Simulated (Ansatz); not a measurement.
Coupled-cluster diagnostics for NiS₂ (the lowest singlet isomer of a short search), Ansatz.

Geometry of the singlet (PBE0-D4/def2-TZVP):

Cartesian coordinates in Å:
```
Ni -0.100 -1.224 0.171
S -0.224 0.498 -1.057
S 0.325 0.725 0.886
```

Correlated methods freeze 15 core orbitals; core or outer-core shells of Ni are correlated, in sets that lack core-valence functions. In CCSD on the charge 1 doublet the largest single amplitude is 0.82, so its Hartree–Fock determinant may place the open shell otherwise than the density functionals do. The geometry of the singlet was relaxed on an unsound state (restricted singlet, unstable towards broken spin symmetry). The structure comes from a short search, and lower isomers may exist.

Geometry of the charge 0 triplet (PBE0-D4/def2-TZVP):

```tsv
atom	x (Å)	y (Å)	z (Å)
Ni1	1.046	0.639	-0.294
S2	-0.491	0.061	1.089
S3	-0.555	-0.700	-0.795
```

Geometry of the charge 0 quintet (PBE0-D4/def2-TZVP):

```xyz
3

Ni   -0.039   -0.647    1.251
S     0.768    0.881   -0.314
S    -0.730   -0.233   -0.937
```

(1) Estimate the CCSD(T) correlation energy, the shares of MP2 and (T), T1 and the reference's ⟨S²⟩ for: charge 0, singlet, own geometry in def2-TZVPP; charge 0, singlet, own geometry in def2-TZVPD; charge 0, triplet, own geometry in def2-TZVPP; charge 0, quintet, own geometry in def2-TZVPP; charge 1, doublet, vertical in def2-TZVPP; charge -1, doublet, vertical in def2-TZVPD; and the rough time on 4 threads of Arm Neoverse V1 on a shared host.

Results:

(1) 
```csv
state,basis,correlation (eV),MP2 share (%),(T) share (%),T1,⟨S²⟩ (pure),wall time,remarks
"charge 0, singlet, own geometry",def2-TZVPP,-32.295,96.9,5.2,0.077,0.00 (0.00),21 s,"large T1 (0.077), restricted SCF unstable"
"charge 0, singlet, own geometry",def2-TZVPD,-28.263,97.1,5.3,0.074,0.00 (0.00),41 s,"large T1 (0.074), restricted SCF unstable"
"charge 0, triplet, own geometry",def2-TZVPP,-30.379,100.8,4.3,0.047,2.06 (2.00),37 s,–
"charge 0, quintet, own geometry",def2-TZVPP,-27.747,96.1,3.8,0.044,6.04 (6.00),20 s,–
"charge 1, doublet, vertical",def2-TZVPP,-30.163,91.4,6.0,0.181,1.79 (0.75),48 s,"flagged by the program, large T1 (0.181), spin-contaminated (⟨S²⟩ 1.79)"
"charge -1, doublet, vertical",def2-TZVPD,-27.171,101.6,4.0,0.070,0.79 (0.75),40 s,large T1 (0.070)
```
Customary marks for T1 are 0.02 (closed shells), 0.045 (open shells) and about 0.05 (3d metals). T1 exceeds 0.02 in 6 of 6 rows and 0.045 in 5; the higher it lies, the less the single-reference result can be trusted.
